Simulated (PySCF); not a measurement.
B(AsH2)2(H) (As₂BH₅), SMILES B([AsH2])[AsH2]. Coordinates come from a PBE-D3(BJ)/def2-SVP optimisation. The structure was generated by enumeration, and PubChem lists no compound with its InChIKey, so it may never have been made.

Computed equilibrium geometry at PBE-D3(BJ)/def2-SVP (PySCF confirms it by a frequency run) as Cartesian coordinates in Å, and its point group:
point group C2.
```xyz
8

B      0.0000     0.0000     0.8653
As     1.7672     0.0637    -0.0767
H      2.4612    -1.0876     0.6608
H      1.4061    -0.7380    -1.3327
As    -1.7672    -0.0637    -0.0767
H     -2.4612     1.0876     0.6608
H     -1.4061     0.7380    -1.3327
H      0.0000     0.0000     2.0810
```
Charge 0, spin multiplicity 1.
